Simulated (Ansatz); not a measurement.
`FC(F)(F)C(F)(F)C(F)(F)C(F)(F)C(F)(F)C(F)(F)C(F)(F)C(F)(F)C(F)(F)C(F)(F)CC[S][Au]`. The state is a singlet with charge 0. Geometry PBE-D4/def2-SVP, basis def2-SVP, Ansatz.

```xyz
39

F    -5.312   -2.524   -2.413
C    -5.357   -1.322   -3.008
F    -4.506   -1.305   -4.046
F    -6.602   -1.119   -3.465
C    -5.011   -0.192   -1.986
F    -5.704   -0.430   -0.850
F    -5.429    0.980   -2.525
C    -3.501    0.038   -1.612
F    -2.840    0.448   -2.719
F    -3.511    1.045   -0.702
C    -2.744   -1.174   -0.995
F    -3.401   -1.595    0.106
F    -2.735   -2.174   -1.917
C    -1.225   -0.953   -0.630
F    -0.818   -2.129   -0.088
F    -0.545   -0.737   -1.778
C    -0.886    0.200    0.377
F    -1.816    0.231    1.357
F    -0.902    1.372   -0.304
C     0.527    0.013    1.041
F     1.393   -0.420    0.083
F     0.419   -0.917    2.010
C     1.095    1.341    1.646
F     1.496    2.138    0.620
F     0.093    1.965    2.314
C     2.292    1.208    2.655
F     2.660    2.487    2.948
F     1.824    0.627    3.782
C     3.569    0.436    2.186
F     3.209   -0.875    2.061
F     4.445    0.516    3.238
C     4.224    0.988    0.929
C     5.596    0.402    0.595
S     5.683   -1.376    0.152
Au    4.128   -1.592   -1.497
H     3.535    0.844    0.074
H     4.331    2.082    1.084
H     6.263    0.464    1.483
H     6.061    1.011   -0.205
```

| run | HOMO (eV) | LUMO (eV) |
| --- | --- | --- |
| A | -5.30 | -3.86 |
| B | -6.46 | -3.07 |
| C | -8.66 | -1.15 |
| D | -6.07 | -3.43 |

In the def2 sets Au takes a core potential; there is no spin–orbit coupling. HSE06 is defined as in plane-wave codes, on full-range PBE exchange. Single mean-field runs in def2-SVP are fitted with def2-universal-jkfit.

Problem. The runs used HSE06, PBE, PBE0, ωB97X-V. Estimate which is which.

Solution. A PBE (0 % exact exchange); B PBE0 (25 % exact exchange); C ωB97X-V (range-separated); D HSE06 (range-separated). Exact exchange lowers occupied and raises empty levels; among semilocal functionals meta-GGAs tend to open the gap a little, and such runs are hard to tell apart. The gap grows from 1.44 eV (PBE) to 7.52 eV (ωB97X-V).
